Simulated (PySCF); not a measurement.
## Basis and Hamiltonian dependence of the excitation energy of Ga

Ga [Ar] 3d10 4s2 4p1 (2P) → Ga [Ar] 3d10 4s1 4p1 5s1 (4P). Calculated with PySCF 2.14 from differences of total energies of unrestricted determinants, without spin-orbit coupling. Values in eV.

| basis | Hamiltonian | functions | UHF | r2SCAN | PBE0 | MP2 (valence) | CCSD(T) (valence) | CCSD(T) (valence and next inner shell) |
| --- | --- | --- | --- | --- | --- | --- | --- | --- |
| ANO-RCC-VTZP | spin-free X2C | 43 | 9.555 | 10.739 | 10.579 | 10.174 | 10.434 | 10.696 |
| aug-cc-pwCVDZ-PP with ECP10MDF | ECP | 48 | 7.321 | 8.849 | 8.706 | 8.013 | 8.302 | 8.695 |
| def2-TZVPPD | non-relativistic | 54 | 7.257 | 8.673 | 8.577 | 8.013 | 8.284 | 8.550 |
| aug-cc-pVTZ-PP with ECP10MDF | ECP | 55 | 7.265 | 8.806 | 8.675 | 8.039 | 8.302 | n/a |
| aug-cc-pVTZ-DK | spin-free X2C | 59 | 7.267 | 8.843 | 8.738 | 8.028 | 8.294 | n/a |
| aug-cc-pVTZ-PP with one added diffuse shell each of s, d, f type with ECP10MDF | ECP | 68 | 7.249 | 8.804 | 8.672 | 8.027 | 8.292 | n/a |
| aug-cc-pVQZ-PP with ECP10MDF | ECP | 89 | 7.255 | 8.823 | 8.679 | 8.074 | 8.312 | n/a |
| dyall-av2z | non-relativistic | 92 | 7.152 | 8.612 | 8.519 | 7.841 | 8.141 | n/a |
| aug-cc-pVQZ-DK | spin-free X2C | 93 | 7.259 | 8.813 | 8.702 | 8.074 | 8.312 | n/a |
| def2-QZVPPD | non-relativistic | 95 | 7.094 | 8.588 | 8.490 | 7.905 | 8.150 | n/a |
| aug-cc-pwCVTZ-PP with ECP10MDF | ECP | 96 | 7.256 | 8.844 | 8.697 | 8.051 | 8.304 | n/a |
| x2c-QZVPPall with one added diffuse shell each of s, p, d, f type | spin-free X2C | 110 | 7.317 | 8.873 | 8.757 | 8.119 | n/a | n/a |
| aug-cc-pVQZ-PP with one added diffuse shell each of s, p, d, f, g type with ECP10MDF | ECP | 114 | 7.242 | 8.822 | 8.677 | 8.064 | n/a | n/a |
| aug-cc-pV5Z-PP with ECP10MDF | ECP | 136 | 7.242 | 8.833 | 8.687 | 8.086 | n/a | n/a |

Frozen in the all-electron rows: valence: [Ar] 3d10; valence and next inner shell: [Ne]; with a core potential, the same shells as far as they lie outside it.

At UHF, ANO-RCC-VTZP lies more than 0.3 eV from the median of the rows with comparable relativity. Of these, ANO-RCC-VTZP has no diffuse functions of the l that the added or promoted electron needs.

Non-relativistic rows lack the scalar-relativistic shift. The upper state lies above the first ionisation limit, but in LS coupling its spin forbids autoionisation to the ground ion. A Rydberg-like electron needs more diffuse functions than a valence basis has.
